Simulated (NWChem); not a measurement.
# CHBr₂Cl; SMILES ClC(Br)Br

Computed with NWChem. This build's default masses of Se (78.918 u) and Br (79.917 u) are each other's, which moves their modes by up to 0.6 %. The level has its own optimisation; frequencies are unscaled.

Problem. What does the run give for Hartree-Fock/3-21G? Quantities: r C–Cl (Å); r Br–C (Å); r C–H (Å); highest harmonic frequency (cm⁻¹); lowest (cm⁻¹); zero-point energy (kcal/mol); dipole (D).

Solution. 
```yaml
r C–Cl (Å): 1.858
r Br–C (Å): 1.962
r C–H (Å): 1.068
highest harmonic frequency (cm⁻¹): 3421
lowest (cm⁻¹): 174
zero-point energy (kcal/mol): 12.5
dipole (D): 1.66
```
